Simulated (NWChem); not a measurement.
CH6BNO; SMILES CNBO

```xyz
10

B     -0.6263     0.8184     0.0000
H     -1.6908     1.3938     0.0000
N     -0.6246    -0.5917     0.0000
C      0.4983    -1.4894     0.0000
H     -1.5267    -1.0500     0.0000
H      0.5195    -2.1414    -0.8911
H      0.5195    -2.1414     0.8911
H      1.4445    -0.9262     0.0000
O      0.4964     1.5947     0.0000
H      1.3179     1.0943     0.0000
```
Atoms are numbered in this order, from 1.

Computed with NWChem. Geometry: optimised at PBE0/def2-SVP. Atomic charges in e: unrestrained fits to the electrostatic potential beside Mulliken populations; buried atoms are poorly determined by the fit.

**Question.** Predict the results for B3LYP/def2-SVP. Quantities: ESP B1; Mulliken B1; ESP N3; Mulliken N3; ESP C4; Mulliken C4; ESP O9; Mulliken O9; relative RMS misfit of the potential (%).

**Answer.** 
| Quantity | Value |
|---|---|
| ESP B1 | 0.43 |
| Mulliken B1 | -0.03 |
| ESP N3 | -0.56 |
| Mulliken N3 | -0.16 |
| ESP C4 | 0.38 |
| Mulliken C4 | 0.10 |
| ESP O9 | -0.62 |
| Mulliken O9 | -0.15 |
| relative RMS misfit of the potential (%) | 24 |
